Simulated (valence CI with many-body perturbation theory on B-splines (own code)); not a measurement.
# Te30+: input, log and results

Calculated by valence CI with perturbative core correlation (CI+MBPT): four valence electrons over a frozen Dirac-Fock core [Ar], a basis of 6 s, 6 p, 5 d, 5 f, 1 g functions for each j, with the one-electron correlation potential Σ1 (screened to all orders), the two-electron term Σ2, the three-electron term Σ3, Breit, model QED; selected single and double excitations, second order for the rest (own B-spline code, finite nucleus).

Command, and the settings that its task file holds:

```sh
python run_cv.py task.json out
```

```
atom Te  Z=52  mass_number=130  rms_radius_fm=4.7423
core [Ar]
valence 3d4
avg = 1
basis = S
breit = 1
cap = 10000
capref = 1200
cscale = 1
de = 0.0
dress = 0
eps = 2e-08
h = 0.27
hh = 1
l2 = 3
lcore = 1
maxit = 60
n2 = 5
natural = 1
nlev = 20
nno = [3, 3, 3, 3, 1]
nroot = 26
nsp = [3, 3, 2, 2, 0]
pt2 = 1
qed = 1
rpa = 1
s1 = 1
s2 = 1
s3 = 1
screen = 1
tol = 2e-05
```

It took 18 s on 1 thread of Arm Neoverse N1, on a shared host.

Log. The first blocks belong to the next ion, which gives the ionisation energy. Fields: 2J, parity (1 odd), roots, reference size, generating configurations, candidates as configurations/state functions, variational space P, stored matrix elements, Davidson steps; e2 is the range of second-order energies in hartree. The first line gives the box (bohr), its intervals, the orbitals and the steps of their self-consistent field. Window is the range of levels sought, series limit the energy at which the first omitted orbital would enter, core excitation an estimate of the first excitation out of the core, left out the lowest levels not solved, and shifts from estimates the range by which levels moved from their first estimate, all in cm⁻¹.

```
rmax 3.7 intervals 58 orbitals 40 references ['3d4', '3d3 4s', '3d3 4p'] scf 4 t 1.3
2J=3 par=0 roots 2 ref 27 generators 4 cand 795/1922 P 403/1000 nnz 0 it 0
2J=3 par=0 roots 2 ref 27 generators 5 cand 790/1810 P 735/1834 nnz 0 it 5
   second order: generators 7 cand 819/1881 e2 -0.00000 -0.00000
2J=5 par=0 roots 2 ref 29 generators 3 cand 802/2238 P 306/999 nnz 0 it 0
2J=5 par=0 roots 2 ref 29 generators 4 cand 887/2215 P 722/2084 nnz 0 it 4
   second order: generators 6 cand 844/2243 e2 -0.00001 -0.00000
2J=7 par=0 roots 2 ref 22 generators 2 cand 756/2059 P 334/1000 nnz 0 it 0
2J=7 par=0 roots 2 ref 22 generators 2 cand 434/1081 P 706/1961 nnz 0 it 5
   second order: generators 6 cand 762/2015 e2 -0.00001 -0.00001
reference levels 556, estimated 32, window 349840 1/cm; series limit 9892750, core excitation 1476808
2J=0 par=0 roots 3 ref 17 generators 4 cand 207/340 P 1050/1904 nnz 0 it 3
2J=0 par=0 roots 3 ref 17 generators 4 cand 108/164 P 1106/2002 nnz 0 it 3
   second order: generators 7 cand 1856/4267 e2 -0.00002 -0.00000
2J=2 par=0 roots 4 ref 36 generators 3 cand 725/2872 P 722/3545 nnz 3.1e+06 it 4
2J=2 par=0 roots 4 ref 36 generators 3 cand 480/1861 P 1102/5148 nnz 6e+06 it 4
   second order: generators 5 cand 1570/10277 e2 -0.00002 -0.00000
2J=4 par=0 roots 5 ref 51 generators 4 cand 910/5216 P 487/3566 nnz 3.1e+06 it 5
2J=4 par=0 roots 5 ref 51 generators 4 cand 747/4201 P 1187/7556 nnz 1.3e+07 it 8
   second order: generators 5 cand 825/8606 e2 -0.00001 -0.00000
2J=6 par=0 roots 5 ref 49 generators 3 cand 923/5710 P 413/3562 nnz 3.4e+06 it 5
2J=6 par=0 roots 5 ref 49 generators 3 cand 791/4696 P 1100/7931 nnz 1.4e+07 it 8
   second order: generators 4 cand 882/9698 e2 -0.00001 -0.00000
2J=8 par=0 roots 5 ref 42 generators 4 cand 886/5059 P 445/3531 nnz 3.2e+06 it 4
2J=8 par=0 roots 5 ref 42 generators 4 cand 738/4051 P 1141/7415 nnz 1.3e+07 it 6
   second order: generators 5 cand 807/6724 e2 -0.00001 -0.00000
2J=10 par=0 roots 2 ref 25 generators 2 cand 744/3303 P 533/3534 nnz 3.3e+06 it 4
2J=10 par=0 roots 2 ref 25 generators 2 cand 550/2294 P 892/5463 nnz 7.5e+06 it 4
   second order: generators 2 cand 191/365 e2 -0.00000 -0.00000
2J=12 par=0 roots 2 ref 14 generators 2 cand 432/1487 P 794/3514 nnz 3.2e+06 it 4
2J=12 par=0 roots 2 ref 14 generators 2 cand 141/486 P 892/3891 nnz 3.8e+06 it 4
   second order: generators 2 cand 43/109 e2 -0.00000 -0.00000
left out: unestimated 571316, estimated 398933, shifts from estimates -1 to 31
operators 1.9
```

The Davidson iterations converged. The settings are bad on purpose, so the numbers may not be properties of the ion.

No measured spectrum was set against this ion. As an estimate, large intervals hold to a few tenths of a per cent, small ones and those within an open d or f shell to about a per cent. Only levels of the ground parity were solved; by the run's estimate the other parity begins above the list, which can be wrong where configurations are misplaced.

```
Valence energy                            : -284.1599 hartree
Ionisation energy                         : 1802.4 eV (NIST: 1803 ± 4 eV (theoretical))
Reference configurations for the orbitals : 3d4, 3d3 4s, 3d3 4p
Radial orbitals                           : 40
Box radius                                : 3.697 bohr
Largest variational space                 : 7931
Lowest levels                             : (3d3/2^4) J=0 0.0, (3d3/2^3 3d5/2) J=1 62567, (3d3/2^3 3d5/2) J=2 102570, (3d3/2^3 3d5/2) J=3 125250, (3d3/2^3 3d5/2) J=4 125540, (3d3/2^2 3d5/2^2) J=0 175730, (3d3/2^2 3d5/2^2) J=4 [a] 189980, (3d3/2^2 3d5/2^2) J=3 [a] 211330, (3d3/2^2 3d5/2^2) J=2 [a] 211340, (3d3/2^2 3d5/2^2) J=5 228820, (3d3/2^2 3d5/2^2) J=1 230750, (3d3/2^2 3d5/2^2) J=6 243970, (3d3/2^2 3d5/2^2) J=4 [b] 262370, (3d3/2^2 3d5/2^2) J=2 [b] 267980 cm⁻¹
```

Levels are named by their leading jj configuration (3d3/2^4 stands for four electrons in 3d with j = 3/2), which in mixed levels can hold well under half, so a name can repeat and another be missing. Letters in brackets count levels of one name in rising energy.
